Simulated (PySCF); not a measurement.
CH5FO2Si2, SMILES O=C(O)[Si@@H](F)[SiH3]. The structure is a stationary point at PBE-D3(BJ)/def2-SVP. The structure was generated by enumeration; whether it is a known compound was not checked. Other conformers were not sampled.

Computed equilibrium geometry at PBE-D3(BJ)/def2-SVP (PySCF confirms it by a frequency run) as a Z-matrix (one conformer of several):
```
Si
F 1 1.6452
H 1 1.5023 2 108.20
C 1 1.9255 3 105.91 2 120.89
O 4 1.2207 1 118.55 3 68.71
O 4 1.3490 5 123.83 1 -179.48
H 6 0.9879 4 106.18 5 -0.02
Si 1 2.3499 3 113.44 2 -123.30
H 8 1.5029 1 108.88 3 -50.87
H 8 1.5038 9 109.62 1 119.49
H 8 1.5042 9 109.63 10 119.98
```
Charge 0, spin multiplicity 1.
